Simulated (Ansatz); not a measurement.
Program: Ansatz. Geometries: PBE0-D4/def2-TZVP. ΔE: electronic, gas phase. CCSD(T)/CBS is the MP2 limit (def2-TZVPP, def2-QZVPP) plus CCSD(T) − MP2 in def2-TZVPP, frozen cores. This one scheme is used for every species, atoms too. For atomizations the MP2-based limit and the directly extrapolated one differ by several kJ/mol either way, and by 10 to 25 for some Ge, Se and Sn compounds, so smaller differences from it don't rank the levels. Functionals use def2-TZVPP. B3LYP here is the variant with VWN-RPA as its local correlation; programs differ in this. HSE06 is defined as in plane-wave codes. Open shells (•) are unrestricted, without spin–orbit coupling. Spin–orbit coupling would lower the free atoms: a little for C, Si; clearly for Ga. For Ga outer-core shells are correlated without core-valence functions, so the limit isn't a true one: a few kJ/mol of doubt a bond, and 10 to 20 or more in all where bonds break to atoms. Scalar relativity is left out up to krypton. One conformer a species, not always the lowest.

`[SiH3]C[NH][GaH2]` → C• + Ga• + 8 H• + N• + Si•  (atomization)

| level | ΔE (kJ/mol) | difference from CCSD(T)/CBS |
| --- | --- | --- |
| PBE-D4 | 3729.6 | 2.2 |
| B3LYP-D4 | 3717.9 | -9.5 |
| HSE06-D4 | 3693.4 | -34.0 |
| ωB97X-V | 3745.0 | 17.6 |
| CAM-B3LYP | 3718.4 | -9.0 |
| MP2/def2-SVP | 3497.9 | -229.5 |
| HF/def2-TZVPP | 2692.1 | -1035.3 |
| SCS-MP2/def2-TZVPP | 3666.5 | -60.9 |
| HF/def2-QZVPP | 2698.7 | -1028.7 |
| MP2/def2-QZVPP | 3692.3 | -35.1 |
| CCSD(T)/CBS | 3727.4 | 0 |

Largest T1 diagnostic among the species: 0.015.

From r2SCAN to r2SCAN0 (25 % exact exchange), in def2-TZVPP and without D4, ΔE moves by −41.0 kJ/mol: exact exchange takes away binding that semilocal exchange gives to molecules. Leaving LDA and LC-ωPBE aside and taking each functional with its dispersion term where it has one, the values, not all of them listed here, spread over 100.6 kJ/mol, from BHLYP-D4 to ωB97X-V. LDA lies +490.6 kJ/mol from PBE without D4, its usual overbinding.
